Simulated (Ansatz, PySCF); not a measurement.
This triplet is an excited state, 1.20 eV above the relaxed singlet at the level frozen-core CCSD(T)/cc-pVTZ // PBE0-D3(BJ)/def2-TZVP (Ansatz, a first-principles code).

Cartesian coordinates (Å):
```xyz
7

O      2.2077    -0.6310    -0.1790
Si     0.9503    -0.3765     0.8719
Si    -1.1447     0.1431    -0.0200
H      2.8087     0.1018    -0.3306
H     -1.1427     1.4291    -0.7723
H     -1.6513    -0.9273    -0.9220
H     -2.0280     0.2608     1.1688
```
Charge 0, spin multiplicity 3.

Problem. Predict the dipole moment, total energy and highest occupied spin orbital from PBE0-D3(BJ)/def2-TZVP run with PySCF 2.14.0.

Solution. 
```
Property                              Value
-----------------------------  ------------
dipole moment                        1.37 D
total energy                   -656.2882 Ha
highest occupied spin orbital      -5.16 eV
```
